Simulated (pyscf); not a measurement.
# Cl–GaH–SeH (SMILES [Cl][GaH][SeH]), singlet

Gas-phase minimum from PySCF at ωB97X-D3(BJ)/def2-SVP, one conformer. 

SMILES: [Cl][GaH][SeH]
```xyz
5

Cl     1.8048    -1.5467    -0.1916
Ga     0.0232    -0.5742    -0.8906
Se    -0.4197     1.4696     0.0513
H     -0.8550    -1.2683    -1.9621
H      0.7819     1.4024     0.8888
```
Charge 0, spin multiplicity 1.

Bond lengths (Å): Cl1–Ga2 2.147, Ga2–Se3 2.294, Ga2–H4 1.550, Se3–H5 1.466. Bond angles (°): Cl1–Ga2–Se3 115.5, Cl1–Ga2–H4 119.5, Se3–Ga2–H4 125.0, Ga2–Se3–H5 92.0.

Properties at ωB97X-D3(BJ)/def2-SVP:

| Item | Result |
|---|---|
| Harmonic wavenumbers, unscaled | 109, 267, 313, 435, 467, 576, 684, 2072, 2506 cm⁻¹ |
| Zero-point energy | 10.6 kcal/mol |
| Rotational symmetry number | 1 |
| Entropy of this conformer at 298 K and 1 atm, rigid rotor and harmonic oscillator, modes under 100 cm⁻¹ raised to 100 | 325.9 J/(mol K) |
| Dipole moment | 0.97 D |

Single-point totals, which compare only within one level (frozen core for MP2 and CC):

```json
[
 {"level": "ωB97X-D3(BJ)/def2-TZVP", "total energy (hartree)": "-4787.81865"},
 {"level": "PBE/def2-TZVP", "total energy (hartree)": "-4787.07085"},
 {"level": "r²SCAN/def2-TZVP", "total energy (hartree)": "-4787.86489"},
 {"level": "B3LYP-D3(BJ)/def2-TZVP", "total energy (hartree)": "-4788.02559"},
 {"level": "PBE0-D3(BJ)/def2-TZVP", "total energy (hartree)": "-4787.23101"},
 {"level": "M06-2X/def2-TZVP", "total energy (hartree)": "-4787.91843"},
 {"level": "ωB97M-D3(BJ)/def2-TZVP", "total energy (hartree)": "-4788.00209"},
 {"level": "HF/def2-TZVPP", "total energy (hartree)": "-4783.87044"},
 {"level": "MP2/def2-TZVPP", "total energy (hartree)": "-4784.55508"},
 {"level": "CCSD/def2-TZVPP", "total energy (hartree)": "-4784.57693"},
 {"level": "CCSD(T)/def2-TZVPP", "total energy (hartree)": "-4784.60568"}
]
```

Soft torsions are taken as harmonic, which can shift the entropy by several J/(mol K). The CCSD(T) − MP2 part came from Ansatz, without density fitting, on the same reference. The frozen core leaves the outer d or s,p core shells of the metals and heavy elements correlated in the MP2 and CC values, and def2-TZVPP describes them poorly, so these totals are far from the basis limit. Elements up to Kr have no core potential and no relativistic terms here.
